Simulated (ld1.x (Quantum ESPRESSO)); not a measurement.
**Ne: excitation energies, all-electron against TM**

neon (Ne), norm-conserving Troullier–Martins (Kleinman–Bylander form), made with ld1.x (Quantum ESPRESSO) 7.5 (LDA (PZ), non-relativistic). Core [He], reference 2s2 2p4 (charge +2). Waves: 2s (bound): rc 0.75 bohr; 2p (bound): rc 1.20 bohr; 3d channel at 0.1 Ry: rc 1.25 bohr. Local part: all-electron potential smoothed inside 0.60 bohr (lloc = -1). Core correction: Bessel-smoothed model core, default radius (core density twice the valence density).

Energies are relative to the spin-unpolarised reference configuration 2s2 2p4; without spin polarisation the order of configurations can differ from experiment. Spin-polarised rows fill each open shell by Hund’s rule, majority spin first. The frozen-core shift is the all-electron ΔE with the core orbitals held at their reference shape minus the fully relaxed ΔE.

| valence configuration | charge | ΔE all-electron (eV) | error AE − PS (meV) | frozen-core shift (meV) |
| --- | --- | --- | --- | --- |
| 2s2 2p6 | 0 | -66.083 | +105 | +0.6 |
| 2s2 2p5 | +1 | -43.415 | +49 | +0.3 |
| 2s2 2p3 | +3 | 67.531 | +131 | +1.0 |
| 2s2 2p5.5 | +0.5 | -57.114 | +82 | +0.5 |
| 2s2 2p2 | +4 | 162.216 | +771 | +6.6 |
| 2s2 2p4 (spin-polarised) | +2 | -2.252 | +27 | +2.0 |
| 2s2 2p5 (spin-polarised) | +1 | -43.889 | +57 | +0.7 |

What are ΔE and the potential's error for 2s1 2p6?

ΔE = -20.656 eV all-electron; the error (AE − PS) is +232 meV.

Levels in the configuration 2s2 2p5 (spin-polarised):

```
  level  all-electron (eV)  pseudo (eV)
  2s up            -55.998      -55.967
  2p up            -33.314      -33.399
2s down            -54.156      -54.049
2p down            -31.419      -31.475
```
